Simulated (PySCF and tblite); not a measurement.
Results of a calculation; reference values are marked as such.
System: C5H13GaSSi, numbered as in [CH3:1][S@@+:2]1[CH2:3][C:4]2([CH2:5][SiH2:6][CH2:7]2)[GaH2-:8]1.

Geometries: GFN2-xTB; energies: PBE0/pcSseg-1 + D3(BJ); zero-point and thermal terms from GFN2-xTB harmonic modes (soft modes blended into free rotors). Rates follow Eyring's equation with the number of equivalent paths and no tunnelling. Programs: tblite and PySCF.

Spin–orbit effects of heavy atoms on shieldings are missing.

Task: Estimate the barrier and the room-temperature rate of the pyramidal inversion at S2.

Result: The electronic barrier is 12.2 kcal/mol and ΔG‡(298 K) 11.3 kcal/mol, over a C1 saddle with an imaginary mode of 94i cm⁻¹ (GFN2-xTB). With 1 equivalent path, k is 3×10⁴ s⁻¹, a mean lifetime of the start of 34 µs against this motion. The end lies 1.4 kcal/mol above the start in free energy.
